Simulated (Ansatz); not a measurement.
Wavefunction ladder for BrH6NSi2, SMILES `N[SiH]([SiH3])Br`

```xyz
10

N    -0.265   -0.258    1.761
Si    0.016   -0.810    0.170
Si    0.456    1.001   -1.237
Br   -1.727   -1.890   -0.770
H    -0.897    0.510    1.926
H    -0.290   -0.916    2.524
H     1.096   -1.822    0.241
H     0.568    0.531   -2.641
H    -0.672    1.967   -1.131
H     1.716    1.686   -0.842
```

Charge 0, multiplicity 1. Correlated methods include outer-core shells of Br, which these sets cover unevenly. Scalar relativity is left out up to krypton. The geometry is a stationary point of PBE0-D4/def2-TZVP. It is one conformer, not always the lowest. Frozen core, restricted reference, Ansatz 0.2.0.

| basis | HF (Eh) | MP2 corr. | CCSD corr. | (T) | CCSD(T) total |
| --- | --- | --- | --- | --- | --- |
| def2-SVP | ? | ? | -0.64794 | ? | ? |
| def2-TZVPP | -3208.35304 | -0.73952 | -0.78702 | -0.02841 | -3209.16847 |
| def2-QZVPP | ? | -1.09273 | – | – | – |

Problem. Fill in the withheld values. (Estimate.)

Solution. The calculation gave: def2-SVP HF (Eh): -3207.75787; def2-SVP MP2 corr.: -0.60031; def2-SVP (T): -0.01590; def2-SVP CCSD(T) total: -3208.42171; def2-QZVPP HF (Eh): -3208.42334.
